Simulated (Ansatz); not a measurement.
Reaction (redistribution): `O[SiH](O)/C=C/[SiH3]` + `C[SiH2][GeH2][OH]` → `O[SiH2]/C=C/[SiH3]` + `C[SiH](O)[GeH2][OH]`

Isolated molecules relaxed with PBE0-D4/def2-TZVP in Ansatz; ΔE leaves out vibrations. CCSD(T)/CBS is the MP2 limit (def2-TZVPP, def2-QZVPP) plus CCSD(T) − MP2 in def2-TZVPP, frozen cores. Double bonds are as drawn, so ΔE can hold a change between cis and trans. DFT in def2-TZVPP. B3LYP here is the variant with VWN-RPA as its local correlation; programs differ in this. For Ge outer-core shells are correlated without core-valence functions, which leaves a few kJ/mol of doubt a bond. Scalar relativity is left out up to krypton. Each species was taken in one conformer, which may not be the lowest.

`O[SiH](O)/C=C/[SiH3]`:

```xyz
14

O    -2.180    0.407   -1.862
Si   -1.278   -0.700   -1.058
O    -0.132   -1.397   -2.012
C    -0.428    0.237    0.292
C     0.883    0.126    0.529
Si    1.772    1.055    1.878
H    -2.748    0.103   -2.572
H    -2.157   -1.792   -0.547
H    -0.227   -2.331   -2.197
H    -1.022    0.904    0.918
H     1.462   -0.538   -0.114
H     2.427    0.109    2.822
H     0.792    1.893    2.618
H     2.836    1.924    1.304
```

`C[SiH2][GeH2][OH]`:

Cartesian coordinates in Å:
```
C 1.230 0.952 1.095
Si 0.983 -0.328 -0.251
Ge -1.263 -0.265 -1.063
O -2.386 -0.556 0.309
H 1.090 1.960 0.699
H 2.235 0.886 1.517
H 0.507 0.801 1.899
H 1.235 -1.699 0.280
H 1.923 -0.103 -1.385
H -1.688 1.124 -1.571
H -1.537 -1.315 -2.165
H -2.328 -1.457 0.636
```

`O[SiH2]/C=C/[SiH3]`:

```xyz
13

O    -2.614    0.708   -0.377
Si   -1.546    1.238    0.761
C     0.111    0.413    0.561
C     0.336   -0.567   -0.322
Si    1.986   -1.405   -0.542
H    -2.521    1.052   -1.266
H    -2.144    0.899    2.075
H    -1.359    2.715    0.674
H     0.937    0.746    1.192
H    -0.499   -0.897   -0.942
H     2.473   -1.244   -1.940
H     1.876   -2.863   -0.269
H     2.965   -0.796    0.396
```

`C[SiH](O)[GeH2][OH]`:

Cartesian coordinates in Å:
```
C 0.742 -1.647 -0.388
Si -0.550 -0.517 0.342
O -0.799 -0.780 1.957
Ge 0.121 1.767 0.142
O 0.344 2.115 -1.609
H 0.422 -2.692 -0.363
H 0.922 -1.373 -1.432
H 1.688 -1.562 0.151
H -1.824 -0.710 -0.419
H -1.175 -1.619 2.226
H 1.508 2.059 0.741
H -0.906 2.768 0.722
H -0.494 2.190 -2.069
```

```json
{"level": "PBE-D4", "ΔE (kJ/mol)": "28.2", "difference from CCSD(T)/CBS": "-0.1"}
{"level": "r2SCAN-D4", "ΔE (kJ/mol)": "29.7", "difference from CCSD(T)/CBS": "1.4"}
{"level": "PBE0-D4", "ΔE (kJ/mol)": "29.0", "difference from CCSD(T)/CBS": "0.7"}
{"level": "B3LYP-D4", "ΔE (kJ/mol)": "26.9", "difference from CCSD(T)/CBS": "-1.4"}
{"level": "ωB97X-V", "ΔE (kJ/mol)": "27.7", "difference from CCSD(T)/CBS": "-0.6"}
{"level": "ωB97M-V", "ΔE (kJ/mol)": "28.7", "difference from CCSD(T)/CBS": "0.4"}
{"level": "B2PLYP", "ΔE (kJ/mol)": "27.7", "difference from CCSD(T)/CBS": "-0.6"}
{"level": "PBE", "ΔE (kJ/mol)": "28.3", "difference from CCSD(T)/CBS": "0.0"}
{"level": "r2SCAN", "ΔE (kJ/mol)": "29.7", "difference from CCSD(T)/CBS": "1.4"}
{"level": "PBE0", "ΔE (kJ/mol)": "29.1", "difference from CCSD(T)/CBS": "0.8"}
{"level": "B3LYP", "ΔE (kJ/mol)": "27.0", "difference from CCSD(T)/CBS": "-1.3"}
{"level": "HF/def2-TZVPP", "ΔE (kJ/mol)": "26.7", "difference from CCSD(T)/CBS": "-1.6"}
{"level": "MP2/def2-TZVPP", "ΔE (kJ/mol)": "28.4", "difference from CCSD(T)/CBS": "0.1"}
{"level": "SCS-MP2/def2-TZVPP", "ΔE (kJ/mol)": "27.1", "difference from CCSD(T)/CBS": "-1.2"}
{"level": "CCSD/def2-TZVPP", "ΔE (kJ/mol)": "28.8", "difference from CCSD(T)/CBS": "0.5"}
{"level": "CCSD(T)/def2-TZVPP", "ΔE (kJ/mol)": "29.2", "difference from CCSD(T)/CBS": "0.9"}
{"level": "HF/def2-QZVPP", "ΔE (kJ/mol)": "26.7", "difference from CCSD(T)/CBS": "-1.6"}
{"level": "MP2/def2-QZVPP", "ΔE (kJ/mol)": "27.9", "difference from CCSD(T)/CBS": "-0.4"}
{"level": "SCS-MP2/def2-QZVPP", "ΔE (kJ/mol)": "26.6", "difference from CCSD(T)/CBS": "-1.7"}
{"level": "HF/CBS(def2)", "ΔE (kJ/mol)": "26.7", "difference from CCSD(T)/CBS": "-1.6"}
{"level": "MP2/CBS(def2)", "ΔE (kJ/mol)": "27.5", "difference from CCSD(T)/CBS": "-0.8"}
{"level": "CCSD/CBS(def2)", "ΔE (kJ/mol)": "28.0", "difference from CCSD(T)/CBS": "-0.3"}
{"level": "CCSD(T)/CBS", "ΔE (kJ/mol)": "28.3", "difference from CCSD(T)/CBS": "0"}
```

Largest T1 diagnostic among the species: 0.012.
